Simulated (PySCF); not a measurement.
Excited states of Xe (xenon, neutral)

Ground state [Xe], ¹S. Calculation: PySCF 2.14, in aug-cc-pwCVTZ-DK3 with one added diffuse shell each of s, p, d, f type (11s10p8d5f1g, 125 functions); scalar relativity by spin-free X2C-1e. Vertical excitation energies in eV without spin-orbit coupling; excited terms of each kind are numbered among those the solver found. Frozen: [Kr].

```json
{"term": "1 3P°", "leading excitation": "5p → s", "EOM-EE-CCSD": "8.610"}
{"term": "1 1P°", "leading excitation": "5p → s", "EOM-EE-CCSD": "8.832"}
{"term": "1 3S", "leading excitation": "5p → p", "EOM-EE-CCSD": "9.795"}
{"term": "1 3D", "leading excitation": "5p → p", "EOM-EE-CCSD": "10.013"}
{"term": "1 1D", "leading excitation": "5p → p", "EOM-EE-CCSD": "10.066"}
{"term": "1 1P", "leading excitation": "5p → p", "EOM-EE-CCSD": "10.135"}
{"term": "1 3P", "leading excitation": "5p → p", "EOM-EE-CCSD": "10.138"}
{"term": "2 3P°", "leading excitation": "5p → d", "EOM-EE-CCSD": "10.162"}
{"term": "1 1S", "leading excitation": "5p → p", "EOM-EE-CCSD": "10.289"}
{"term": "1 3F°", "leading excitation": "5p → d", "EOM-EE-CCSD": "10.407"}
{"term": "1 1F°", "leading excitation": "5p → d", "EOM-EE-CCSD": "10.702"}
{"term": "1 1D°", "leading excitation": "5p → d", "EOM-EE-CCSD": "10.753"}
{"term": "2 3S", "leading excitation": "5p → p", "EOM-EE-CCSD": "11.764"}
{"term": "2 1D", "leading excitation": "5p → p", "EOM-EE-CCSD": "12.054"}
```

The spin-orbit splitting of the hole, absent here, rivals or exceeds the spacing of these terms, so the LS terms are model states.

The solver can miss terms. Rydberg members are limited by the diffuse functions of the basis.
